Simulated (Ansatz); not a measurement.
Geometry optimisation, Ansatz 0.2.0, RKS PBE-D4/def2-SVP.

The input (input.yaml):

```yaml
crystal:
  periodic: [false, false, false]
  atoms:
    - { symbol: C, position_ang: [-0.7641, 1.1674, -0.5354] }
    - { symbol: "N", position_ang: [-0.7174, -0.0032, 0.2635] }
    - { symbol: Si, position_ang: [0.8877, -0.0883, 1.0081] }
    - { symbol: As, position_ang: [-0.8987, -1.5061, -0.882] }
    - { symbol: H, position_ang: [-1.8195, 1.2639, -1.0254] }
    - { symbol: H, position_ang: [-0.6866, 2.1294, 0.0898] }
    - { symbol: H, position_ang: [-0.0222, 1.2241, -1.353] }
    - { symbol: H, position_ang: [1.0713, -1.3009, 1.816] }
    - { symbol: H, position_ang: [1.1177, 1.0872, 1.947] }
    - { symbol: H, position_ang: [1.9642, -0.078, 0.0067] }
    - { symbol: H, position_ang: [0.4307, -1.4126, -1.5217] }
    - { symbol: H, position_ang: [-0.486, -2.538, 0.2205] }
basis:
  gaussian: { orbitals: def2-SVP }
hamiltonian:
  xc: pbe
  dispersion: d4
relax:
  f_tol: 0.015
  max_steps: 40
```

Run as:

```bash
$ ansatz run input.yaml --threads 2 --pin off --max-ram 3072MiB --backend cpu --events-out ev --progress --plain --runs-dir out
```

Problem. Where does it end, and by what steps?

Solution. It converged. The force dipped under the threshold on the way, but the program's further checks kept it going. After 11 steps the energy has fallen by 0.472 eV; H11 moved furthest, 0.53 Å.

```tsv
step	energy less start (eV)	largest force component (eV/Å)	accepted
0	0.0000	2.457	yes
1	-0.3442	0.778	yes
2	-0.4088	0.342	yes
3	-0.3832	1.206	no
4	-0.4474	0.099	yes
5	-0.4648	0.059	yes
6	-0.4609	0.225	no
7	-0.4706	0.043	yes
8	-0.4714	0.021	yes
9	-0.4713	0.032	no
10	-0.4715	0.003	yes
11	-0.4716	0.007	yes
```

```xyz
12
Properties=species:S:1:pos:R:3
C -0.830 1.273 -0.559
N -0.380 0.001 0.004
Si 1.043 -0.057 1.032
As -0.955 -1.524 -0.935
H -1.894 1.209 -0.876
H -0.765 2.073 0.210
H -0.242 1.618 -1.444
H 0.971 -1.298 1.878
H 1.037 1.175 1.900
H 2.355 -0.091 0.278
H 0.372 -1.916 -1.657
H -0.636 -2.517 0.203
```

Time of the run: 30 s on 2 threads of Arm Neoverse V2 (shared host), peak memory 0.17 GiB.
